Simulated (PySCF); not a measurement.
Compound: C6H5N2 (doublet state).
Cartesian coordinates in Å at the GFN2-xTB level; atoms count from 1:
```
atom  x, y, z in Å
C1     2.7842    1.4396   -0.3334
C2     2.3075    0.3843    0.0150
C3     1.6898   -0.7968    0.4051
N4     0.3875   -1.0084    0.3821
C5    -0.4912   -0.4102   -0.3393
C6    -1.9435   -0.6077   -0.0402
C7    -2.5266    0.6508    0.3642
N8    -2.9671    1.6575    0.6768
H9     3.2344    2.3369   -0.6381
H10    2.2944   -1.5840    0.8347
H11   -0.2346    0.2296   -1.1857
H12   -2.0600   -1.3317    0.7700
H13   -2.4792   -0.9593   -0.9290
```

The hyperfine couplings belong to this conformer and change with its torsions.

As a line formula: `C#C/C=N\[CH]CC#N` [radical].

The calculation used PySCF 2.14.0, UKS B3LYP, pcH-1 on C H N, non-relativistic, mean-field spin-orbit, GIAO. One conformer (not necessarily the lowest) at the GFN2-xTB geometry, without solvent, vibrations or thermal averaging. Couplings are sensitive to structure, and on GFN2-xTB geometries they can be far from those on DFT ones. The frame is twisted about the C3–N4 bond at this geometry (dihedral C2–C3–N4–C5 = 23°); couplings at other torsion angles weren't computed. The SCF solution wasn't tested for stability. ⟨S²⟩ is 0.775 where a pure state has 0.75.

The Mulliken spin populations are largest on C3 (+0.55), C5 (+0.44), C1 (+0.36) and C2 (-0.18). Three atoms exceed +0.15. The angles at C3 add up to 359.8°, so it is planar.

(1) List the C–H protons on four-coordinate carbons next to a three-coordinate spin centre, with their couplings and θ (C–H bond against the normal to the plane of the centre's neighbours, projected along the bond that joins the two).

Answers

(1) 
```tsv
β H	on	centre	θ (°)	cos²θ	a (G)
H12	C6	C5	86	0.01	+0.51
H13	C6	C5	36	0.66	+15.62
```

Couplings in gauss use g_iso = 2.0024.

On Arm Neoverse V1, one thread, no GPU, shared host with 32 logical CPUs at a one-minute load of 12, this took 50 s of wall time (with the writing of density and orbital grids) and 0.89 GiB of memory at its peak.

The SMILES draws the unpaired electron on C5; the largest computed Mulliken spin population is on C3 (0.55 against 0.44).
